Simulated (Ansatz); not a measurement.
Born–Oppenheimer molecular dynamics of ClGaH2 (4 atoms, charge 0, multiplicity 1). It goes on from the last frame of an earlier run, with new velocities.

Method: RKS PBE/def2-SVPD (Ansatz 0.2.0).

| Item | Value |
| --- | --- |
| ensemble | NVT, Langevin thermostat |
| time step | 0.5 fs |
| steps asked | 100 |
| set temperature | 3000 K |
| friction | 0.05 /fs |
| masses | H 2.014 u |
| seed | 355382 |

First frame:

```xyz
4
Properties=species:S:1:pos:R:3
Ga -0.045 0.015 -0.033
H -0.172 -0.205 1.482
Cl 1.895 0.076 -1.128
H -1.059 0.139 -1.251
```

(1) What does the run give?

(2) What happens to the structure?

(3) How do temperature and energy run in time?

Answers

(1) The run went to its last step.

```json
{
 "steps done": "100",
 "time covered": "50 fs",
 "mean temperature over the second half": "1939 K",
 "spread of the potential energy over the second half": "48.6 meV per atom",
 "mean potential energy of the second half above the start": "55.7 meV per atom"
}
```

The mean temperature of the second half is 35 % below the set value. A run of 0.05 ps of so small a system gives no equilibrium averages.

(2) The same pairs are bonded in the first frame and the last. Pairs count as bonded within 1.25 times the sum of covalent radii (0.12 Å more for H–H). This is one draw of velocities; another would differ in detail.

(3) 
| time (fs) | T (K) | potential energy less start (eV) |
| --- | --- | --- |
| 0 | 2250 | 0.000 |
| 1.5 | 2333 | 0.077 |
| 3 | 3145 | 0.151 |
| 4.5 | 2503 | 0.210 |
| 6 | 2209 | 0.348 |
| 7.5 | 1725 | 0.500 |
| 9 | 1317 | 0.533 |
| 10.5 | 2393 | 0.469 |
| 12 | 3529 | 0.344 |
| 13.5 | 3757 | 0.292 |
| 15 | 4019 | 0.323 |
| 16.5 | 2363 | 0.432 |
| 18 | 1634 | 0.501 |
| 19.5 | 1201 | 0.456 |
| 21 | 1680 | 0.347 |
| 22.5 | 1665 | 0.228 |
| 24 | 1459 | 0.142 |
| 25.5 | 1594 | 0.062 |
| 27 | 1455 | 0.019 |
| 28.5 | 1308 | -0.001 |
| 30 | 1261 | -0.006 |
| 31.5 | 1815 | 0.004 |
| 33 | 1575 | 0.031 |
| 34.5 | 2002 | 0.090 |
| 36 | 2222 | 0.152 |
| 37.5 | 2402 | 0.204 |
| 39 | 2019 | 0.263 |
| 40.5 | 1453 | 0.309 |
| 42 | 1794 | 0.328 |
| 43.5 | 1645 | 0.361 |
| 45 | 2207 | 0.398 |
| 46.5 | 2589 | 0.433 |
| 48 | 2486 | 0.489 |
| 49.5 | 2398 | 0.636 |

Run time: 3 min on 1 thread of Arm Neoverse V1, with other jobs on the host, peak memory 0.13 GiB.
